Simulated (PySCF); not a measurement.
These 2 structures share the formula C5H14BNO. Level of theory: PBE0-D3(BJ)/def2-SVP geometry optimisation, gas phase (PySCF). One conformer each; no zero-point energy, no entropy. No frequencies were run at this level. Point groups hold within 0.08 Å.

**Question.** Rank from lowest to highest electronic energy at this level (kcal/mol).
A. `[CH3:1][N+:2]1([CH3:3])[BH2-:4][C@H:5]([OH:6])[CH2:7][CH2:8]1` with B4–C5–O6–H 37°, C1–N2–B4–C5 119°, N2–B4–C5–O6 87°, B4–C5–C7–C8 45°, C5–C7–C8–N2 -46°
B. `[CH3:1][CH:2]([CH3:3])[O:4][BH:5][N:6]([CH3:7])[CH3:8]` with C1–C2–O4–B5 -96°, C2–O4–B5–N6 176°

**Answer.** B (0.0), A (51.2).

As drawn, the lower has a B–O bond, which the higher lacks; the higher has an O–H bond, which the lower lacks.

| SMILES | E (Eh) | E rel (kcal/mol) | dipole (D) | point group | A, B, C (MHz) |
| --- | --- | --- | --- | --- | --- |
| CC(C)OBN(C)C | -353.20326 | 0.0 | 0.14 | C1 | 4282, 902.3, 858.4 |
| C[N+]1(C)[BH2-][C@H](O)CC1 | -353.12167 | 51.2 | 4.37 | C1 | 3251, 1619, 1486 |

**Question.** How do the relative energies change in single points at PBE0/pcSseg-1 (no added dispersion term) on the same geometries?

**Answer.** 
```json
{"SMILES": "CC(C)OBN(C)C", "PBE0-D3(BJ)/def2-SVP (kcal/mol)": "0.0", "PBE0/pcSseg-1 (kcal/mol)": "0.0", "shift": "0.0"}
{"SMILES": "C[N+]1(C)[BH2-][C@H](O)CC1", "PBE0-D3(BJ)/def2-SVP (kcal/mol)": "51.2", "PBE0/pcSseg-1 (kcal/mol)": "53.1", "shift": "+1.9"}
```

Each column counts from its own lowest isomer. The order is unchanged; the largest shift is 1.9 kcal/mol.
